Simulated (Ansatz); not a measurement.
Compare A (`C[SiH2]B(F)F`) with its isomer B (`CB[SiH](F)F`).

Calculated with Ansatz (gas phase, PBE0-D4/def2-TZVP geometries, no zero-point term in ΔE). CBS: MP2 limit from def2 TZ/QZ plus the TZ coupled-cluster correction, frozen cores. Functionals use def2-TZVPP. B3LYP here is the variant with VWN-RPA as its local correlation; programs differ in this. One conformer a species, not always the lowest.

Question: Which is lower in electronic energy at CCSD(T)/CBS, and by how much? (Best estimate.)

Answer: Computed: A, by 4.0 kcal/mol.

Question: Give E(B) − E(A) in kcal/mol with MP2/def2-TZVPP, HF/def2-TZVPP, B2PLYP, CCSD(T)/def2-TZVPP, PBE-D4, B3LYP-D4, PBE0-D4. (Best estimate.)

Answer: Computed: MP2/def2-TZVPP 4.9, HF/def2-TZVPP 2.8, B2PLYP 5.2, CCSD(T)/def2-TZVPP 6.0, PBE-D4 8.7, B3LYP-D4 5.5, PBE0-D4 7.4. None reverses the order clearly.

Largest T1 diagnostic: 0.013.

In def2-TZVPP, CCSD(T) changes the Hartree–Fock value by +3.2 kcal/mol (the triples alone add +0.9 kcal/mol) and MP2 by +2.1 kcal/mol. From PBE to PBE0 (25 % exact exchange), in def2-TZVPP and without D4, E(B) − E(A) moves by −1.2 kcal/mol.
